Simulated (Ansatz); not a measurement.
Stepwise reaction of `[O]=[Mo]([OH])([OH])=[S]` with hydrogen fluoride, as a gas-phase model of exchange steps in deposition or etching. ΔE in kJ/mol; ΔG adds harmonic PBE0-D4 terms to CCSD(T)/CBS, at 1 bar.

Calculated with Ansatz (gas phase, PBE0-D4/def2-TZVP geometries, no zero-point term in ΔE). CBS: MP2 limit from def2 TZ/QZ plus the TZ coupled-cluster correction, frozen cores. This one scheme is used for every species. DFT in def2-TZVPP. B3LYP here is the variant with VWN-RPA as its local correlation; programs differ in this. Elements past krypton have def2 core potentials. For Mo outer-core shells are correlated without core-valence functions, which leaves a few kJ/mol of doubt a bond. One conformer a species, not always the lowest.

| step | reaction | PBE-D4 | B3LYP-D4 | ωB97M-V | CCSD(T)/CBS | ΔG(500 K) |
| --- | --- | --- | --- | --- | --- | --- |
| 2 | `[O]=[Mo]([OH])([F])=[S]` + H–F → `[O]=[Mo]([F])([F])=[S]` + H₂O | -21.7 | -20.3 | -21.9 | -16.7 | -17.8 |

Give the row of step 1, `[O]=[Mo]([OH])([OH])=[S]` + H–F → `[O]=[Mo]([OH])([F])=[S]` + H₂O. (An estimate is asked.)

Computed: 
```csv
step,reaction,PBE-D4,B3LYP-D4,ωB97M-V,CCSD(T)/CBS,ΔG(500 K)
1,`[O]=[Mo]([OH])([OH])=[S]` + H–F → `[O]=[Mo]([OH])([F])=[S]` + H₂O,-29.2,-28.0,-29.4,-23.8,-22.8
```

By hand: ΔE of the 2 steps together at CCSD(T)/CBS.

(-23.8) + (-16.7) = -40.5 kJ/mol, or -20.2 kJ/mol a step.

In ΔE each step is higher than the one before. All are downhill at CCSD(T)/CBS. ΔG lies between -22.8 and -17.8 kJ/mol a step. PBE-D4 differs from CCSD(T)/CBS by -5.4 to -5.0 kJ/mol a step. Isolated molecules leave out the surface, adducts and barriers. Largest T1 diagnostic: 0.025.
